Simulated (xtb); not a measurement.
C₄H₅N₂, SMILES c1[nH+]cccn1, charge +1. All values are semi-empirical tight-binding results from xtb (GFN2-xTB unless named), good for trends rather than for accurate numbers. The structure is a stationary point at GFN2-xTB. The isomer is the one that the SMILES or the coordinates give; other isomers of the formula were not compared.

Computed properties:
```yaml
point_group_as_xtb_finds_it: Cs
orbital_gap: 2.23 eV
zero_point_energy: 53.6 kcal/mol
G − E(el) at 298.15 K (modified RRHO): 36.2 kcal/mol
static polarisability (D4 model): 56.9 bohr³
solvation energy, GFN2-xTB/ALPB(water): -59.9 kcal/mol
solvation energy, GFN2-xTB/ALPB(octanol): -55.8 kcal/mol
```

Q: Give the IR lines (harmonic; lines under 4 % of the strongest left out, lines within 3 cm⁻¹ merged). (The exact figures need the calculation; the answer reports its results.)

A: ν (cm⁻¹): 360 (w), 664 (s), 746 (m), 852 (w), 994 (w), 1072 (w), 1098 (w), 1168 (w), 1379 (w), 1433 (m), 1523 (s), 1563 (vs), 3065 (m), 3070 (m), 3075 (w), 3114 (m), 3296 (vs) (against the strongest line: vs over 80 %, s over 45 %, m over 15 %, w over 4 %, vw less)
